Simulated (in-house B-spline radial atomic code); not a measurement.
Inner levels of platinum as electrons are removed. A shift is the extra binding of the orbital against the neutral atom ([Xe] 4f14 5d9 6s1). The density at the nucleus is averaged over the nuclear charge. Computed with a radial B-spline atomic code at the basis-set limit: Dirac-Hartree-Fock, average of the configuration, finite nuclei.

```json
{"ion": "Pt19+", "configuration": "[Kr] 4d10 4f12 5s1", "shift of 4p1/2 (eV)": "448.25", "shift of 3p3/2 (eV)": "464.35", "shift of 3d3/2 (eV)": "465.78", "radius of 4p1/2 (bohr)": "0.41417", "radius of 3p3/2 (bohr)": "0.19184", "radius of 3d3/2 (bohr)": "0.16749", "Σ<r²> (bohr²)": "8.628", "change of density at nucleus (bohr⁻³)": "-409.64"}
{"ion": "Pt20+", "configuration": "[Kr] 4d10 4f12", "shift of 4p1/2 (eV)": "480.55", "shift of 3p3/2 (eV)": "498.08", "shift of 3d3/2 (eV)": "499.78", "radius of 4p1/2 (bohr)": "0.41373", "radius of 3p3/2 (bohr)": "0.19182", "radius of 3d3/2 (bohr)": "0.16746", "Σ<r²> (bohr²)": "7.7881", "change of density at nucleus (bohr⁻³)": "-2087.91"}
{"ion": "Pt21+", "configuration": "[Kr] 4d10 4f11", "shift of 4p1/2 (eV)": "526.33", "shift of 3p3/2 (eV)": "549.11", "shift of 3d3/2 (eV)": "550.74", "radius of 4p1/2 (bohr)": "0.41196", "radius of 3p3/2 (bohr)": "0.19177", "radius of 3d3/2 (bohr)": "0.16741", "Σ<r²> (bohr²)": "7.3778", "change of density at nucleus (bohr⁻³)": "-1975.07"}
{"ion": "Pt22+", "configuration": "[Kr] 4d10 4f10", "shift of 4p1/2 (eV)": "573.19", "shift of 3p3/2 (eV)": "601.73", "shift of 3d3/2 (eV)": "603.29", "radius of 4p1/2 (bohr)": "0.41012", "radius of 3p3/2 (bohr)": "0.19172", "radius of 3d3/2 (bohr)": "0.16735", "Σ<r²> (bohr²)": "6.9925", "change of density at nucleus (bohr⁻³)": "-1852.92"}
{"ion": "Pt23+", "configuration": "[Kr] 4d10 4f9", "shift of 4p1/2 (eV)": "621.1", "shift of 3p3/2 (eV)": "655.9", "shift of 3d3/2 (eV)": "657.42", "radius of 4p1/2 (bohr)": "0.40822", "radius of 3p3/2 (bohr)": "0.19165", "radius of 3d3/2 (bohr)": "0.16729", "Σ<r²> (bohr²)": "6.6296", "change of density at nucleus (bohr⁻³)": "-1721.39"}
{"ion": "Pt24+", "configuration": "[Kr] 4d10 4f8", "shift of 4p1/2 (eV)": "670.03", "shift of 3p3/2 (eV)": "711.6", "shift of 3d3/2 (eV)": "713.1", "radius of 4p1/2 (bohr)": "0.40628", "radius of 3p3/2 (bohr)": "0.19158", "radius of 3d3/2 (bohr)": "0.16721", "Σ<r²> (bohr²)": "6.2871", "change of density at nucleus (bohr⁻³)": "-1580.54"}
{"ion": "Pt25+", "configuration": "[Kr] 4d10 4f7", "shift of 4p1/2 (eV)": "719.95", "shift of 3p3/2 (eV)": "768.81", "shift of 3d3/2 (eV)": "770.32", "radius of 4p1/2 (bohr)": "0.40428", "radius of 3p3/2 (bohr)": "0.19151", "radius of 3d3/2 (bohr)": "0.16713", "Σ<r²> (bohr²)": "5.9632", "change of density at nucleus (bohr⁻³)": "-1430.38"}
{"ion": "Pt26+", "configuration": "[Kr] 4d10 4f6", "shift of 4p1/2 (eV)": "770.83", "shift of 3p3/2 (eV)": "827.49", "shift of 3d3/2 (eV)": "829.04", "radius of 4p1/2 (bohr)": "0.40225", "radius of 3p3/2 (bohr)": "0.19142", "radius of 3d3/2 (bohr)": "0.16704", "Σ<r²> (bohr²)": "5.6562", "change of density at nucleus (bohr⁻³)": "-1270.89"}
{"ion": "Pt27+", "configuration": "[Kr] 4d10 4f5", "shift of 4p1/2 (eV)": "822.66", "shift of 3p3/2 (eV)": "887.64", "shift of 3d3/2 (eV)": "889.25", "radius of 4p1/2 (bohr)": "0.40019", "radius of 3p3/2 (bohr)": "0.19132", "radius of 3d3/2 (bohr)": "0.16694", "Σ<r²> (bohr²)": "5.3647", "change of density at nucleus (bohr⁻³)": "-1102.1"}
{"ion": "Pt28+", "configuration": "[Kr] 4d10 4f4", "shift of 4p1/2 (eV)": "?", "shift of 3p3/2 (eV)": "?", "shift of 3d3/2 (eV)": "?", "radius of 4p1/2 (bohr)": "?", "radius of 3p3/2 (bohr)": "?", "radius of 3d3/2 (bohr)": "?", "Σ<r²> (bohr²)": "?", "change of density at nucleus (bohr⁻³)": "?"}
{"ion": "Pt29+", "configuration": "[Kr] 4d10 4f3", "shift of 4p1/2 (eV)": "?", "shift of 3p3/2 (eV)": "?", "shift of 3d3/2 (eV)": "?", "radius of 4p1/2 (bohr)": "?", "radius of 3p3/2 (bohr)": "?", "radius of 3d3/2 (bohr)": "?", "Σ<r²> (bohr²)": "?", "change of density at nucleus (bohr⁻³)": "?"}
{"ion": "Pt30+", "configuration": "[Kr] 4d10 4f2", "shift of 4p1/2 (eV)": "983.66", "shift of 3p3/2 (eV)": "1076.65", "shift of 3d3/2 (eV)": "1078.67", "radius of 4p1/2 (bohr)": "0.39384", "radius of 3p3/2 (bohr)": "0.19098", "radius of 3d3/2 (bohr)": "0.16659", "Σ<r²> (bohr²)": "4.5721", "change of density at nucleus (bohr⁻³)": "-540.14"}
{"ion": "Pt31+", "configuration": "[Kr] 4d10 4f1", "shift of 4p1/2 (eV)": "1039.11", "shift of 3p3/2 (eV)": "1142.45", "shift of 3d3/2 (eV)": "1144.68", "radius of 4p1/2 (bohr)": "0.39169", "radius of 3p3/2 (bohr)": "0.19084", "radius of 3d3/2 (bohr)": "0.16645", "Σ<r²> (bohr²)": "4.3319", "change of density at nucleus (bohr⁻³)": "-334.34"}
{"ion": "Pt32+", "configuration": "[Kr] 4d10", "shift of 4p1/2 (eV)": "1095.42", "shift of 3p3/2 (eV)": "1209.61", "shift of 3d3/2 (eV)": "1212.11", "radius of 4p1/2 (bohr)": "0.38952", "radius of 3p3/2 (bohr)": "0.1907", "radius of 3d3/2 (bohr)": "0.1663", "Σ<r²> (bohr²)": "4.1024", "change of density at nucleus (bohr⁻³)": "-119.3"}
{"ion": "Pt33+", "configuration": "[Kr] 4d9", "shift of 4p1/2 (eV)": "1149.21", "shift of 3p3/2 (eV)": "1275.82", "shift of 3d3/2 (eV)": "1279.28", "radius of 4p1/2 (bohr)": "0.38758", "radius of 3p3/2 (bohr)": "0.1905", "radius of 3d3/2 (bohr)": "0.16634", "Σ<r²> (bohr²)": "3.8649", "change of density at nucleus (bohr⁻³)": "185.73"}
{"ion": "Pt34+", "configuration": "[Kr] 4d8", "shift of 4p1/2 (eV)": "1203.57", "shift of 3p3/2 (eV)": "1342.93", "shift of 3d3/2 (eV)": "1347.4", "radius of 4p1/2 (bohr)": "0.38566", "radius of 3p3/2 (bohr)": "0.19028", "radius of 3d3/2 (bohr)": "0.16614", "Σ<r²> (bohr²)": "3.634", "change of density at nucleus (bohr⁻³)": "498.84"}
{"ion": "Pt35+", "configuration": "[Kr] 4d7", "shift of 4p1/2 (eV)": "1258.51", "shift of 3p3/2 (eV)": "1410.91", "shift of 3d3/2 (eV)": "1416.46", "radius of 4p1/2 (bohr)": "0.38374", "radius of 3p3/2 (bohr)": "0.19007", "radius of 3d3/2 (bohr)": "0.16594", "Σ<r²> (bohr²)": "3.4097", "change of density at nucleus (bohr⁻³)": "820.06"}
{"ion": "Pt36+", "configuration": "[Kr] 4d6", "shift of 4p1/2 (eV)": "?", "shift of 3p3/2 (eV)": "?", "shift of 3d3/2 (eV)": "?", "radius of 4p1/2 (bohr)": "?", "radius of 3p3/2 (bohr)": "?", "radius of 3d3/2 (bohr)": "?", "Σ<r²> (bohr²)": "?", "change of density at nucleus (bohr⁻³)": "?"}
{"ion": "Pt37+", "configuration": "[Kr] 4d5", "shift of 4p1/2 (eV)": "1370.1", "shift of 3p3/2 (eV)": "1549.53", "shift of 3d3/2 (eV)": "1557.37", "radius of 4p1/2 (bohr)": "0.37995", "radius of 3p3/2 (bohr)": "0.18961", "radius of 3d3/2 (bohr)": "0.16551", "Σ<r²> (bohr²)": "2.9793", "change of density at nucleus (bohr⁻³)": "1486.84"}
{"ion": "Pt38+", "configuration": "[Kr] 4d4", "shift of 4p1/2 (eV)": "1426.75", "shift of 3p3/2 (eV)": "1620.16", "shift of 3d3/2 (eV)": "1629.22", "radius of 4p1/2 (bohr)": "0.37806", "radius of 3p3/2 (bohr)": "0.18937", "radius of 3d3/2 (bohr)": "0.16529", "Σ<r²> (bohr²)": "2.7728", "change of density at nucleus (bohr⁻³)": "1832.41"}
```

Question: Fill in the row of Pt28+.

Answer: shift of 4p1/2 (eV): 875.42; shift of 3p3/2 (eV): 949.23; shift of 3d3/2 (eV): 950.94; radius of 4p1/2 (bohr): 0.3981; radius of 3p3/2 (bohr): 0.19122; radius of 3d3/2 (bohr): 0.16683; Σ<r²> (bohr²): 5.0876; change of density at nucleus (bohr⁻³): -924.05.

Question: Fill in the row of Pt29+.

Answer: shift of 4p1/2 (eV): 929.09; shift of 3p3/2 (eV): 1012.24; shift of 3d3/2 (eV): 1014.08; radius of 4p1/2 (bohr): 0.39598; radius of 3p3/2 (bohr): 0.1911; radius of 3d3/2 (bohr): 0.16671; Σ<r²> (bohr²): 4.8237; change of density at nucleus (bohr⁻³): -736.73.

Question: Fill in the row of Pt36+.

Answer: shift of 4p1/2 (eV): 1314.02; shift of 3p3/2 (eV): 1479.78; shift of 3d3/2 (eV): 1486.45; radius of 4p1/2 (bohr): 0.38184; radius of 3p3/2 (bohr): 0.18984; radius of 3d3/2 (bohr): 0.16573; Σ<r²> (bohr²): 3.1915; change of density at nucleus (bohr⁻³): 1149.38.
